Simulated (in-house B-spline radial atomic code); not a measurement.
BSE on G0W0@HF excitations of the argon ion Ar⁶⁺

Method: BSE on G0W0@HF. Computed with an all-electron radial atomic-structure program (B-spline basis): linear response of the closed shell [Ne] 3s2 with a statically screened interaction on G0W0 levels; non-relativistic, point nucleus, no spin-orbit coupling, no double excitations, S, P, D and F terms only.

Command:
```bash
python run_td.py task.json out
```
Settings (radii: box in bohr, nucleus in fm):
```
Z                        18
electrons                12
configuration            [Ne] 3s2
hamiltonian              nr
method                   bse
box_radius               14.35
intervals                51
```

Run time, properties included: 0.8 s on 1 thread of Arm Neoverse N1, with other jobs on the host.

The lowest states, in the order of their Tamm-Dancoff energies; the method's threshold (minus the highest G0W0 level) is 124.11 eV. Labels give the largest channel, * marks a mixed state, and oscillator strengths are full-response dipole values. Energies in eV:

```csv
state,full response,Tamm-Dancoff,oscillator strength
3s → 3p 3P,13.075,13.384,-
3s → 3p 1P,21.168,22.125,1.15
3s → 3d 3D,40.86,40.90,-
3s → 3d 1D,44.55,44.61,-
3s → 4s 3S,64.19,64.20,-
3s → 4s 1S,66.03,66.06,-
3s → 4p 3P,?,?,-
3s → 4p 1P,71.53,71.57,0.193
3s → 4d 3D,79.09,79.09,-
3s → 4d 1D,79.52,79.53,-
3s → 4f 3F,81.88,81.88,-
3s → 4f 1F,82.47,82.47,-
3s → 5s 3S,88.88,88.88,-
3s → 5s 1S,89.48,89.49,-
3s → 5p 3P,?,?,-
3s → 5p 1P,92.13,92.14,0.0746
3s → 5d 3D,95.75,95.75,-
3s → 5d 1D,95.91,95.91,-
3s → 5f 3F,97.11,97.11,-
3s → 5f 1F,97.40,97.41,-
```

Problem. Where does 3s → 4p 3P lie?

Solution. At 70.75 eV in full response, 70.76 eV in Tamm-Dancoff.

Problem. Where does 3s → 5p 3P lie?

Solution. At 91.86 eV in full response, 91.86 eV in Tamm-Dancoff.

Problem. How large is the singlet-triplet splitting of 3s → 3p (P terms) in Tamm-Dancoff?

Solution. 8.74 eV, from the unrounded values.

Problem. What polarisabilities and dispersion coefficient does the method give?

Solution. Dipole 1.98 bohr³, quadrupole 1.642 bohr⁵, C6 2.454 hartree·bohr⁶ for two such species.
